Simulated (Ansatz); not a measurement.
Zn2Se2. Charge 0, multiplicity 5. Geometry B3LYP-D4/def2-SVP; atoms count from 1.

Cartesian coordinates in Å:
```
Zn 0.8503 0.3608 1.3814
Zn -0.6139 -1.0448 -1.1370
Se 1.5033 0.5285 -1.1687
Se -1.7397 0.1555 0.9244
```

At PBE0-D4/def2-TZVP a singlet of charge 0 lies 3.66 eV below the quintet, each at its own geometry. The structure comes from a short search, and lower isomers may exist.

Q: Estimate the Mulliken populations from the PBE0/def2-TZVP orbitals of Ansatz.

A: 
```
atom  charge (e)  spin (α − β)  d electrons
 Zn1        0.21          0.76        10.04
 Zn2        0.21          0.76        10.04
 Se3       -0.21          1.24            –
 Se4       -0.21          1.24            –
```
Mulliken values depend strongly on the basis.

Q: Where does the spin sit?

A: Summed by element: Zn 1.51, Se 2.49, of 4 unpaired in all. Largest on single atoms: Se3 1.24, Se4 1.24, Zn1 0.76.

Q: And the Mayer bond orders between heavy atoms (over 0.3)?

A: Zn1–Se3 0.58 (2.64 Å); Zn1–Se4 0.58 (2.64 Å); Zn2–Se3 0.58 (2.64 Å); Zn2–Se4 0.58 (2.64 Å).
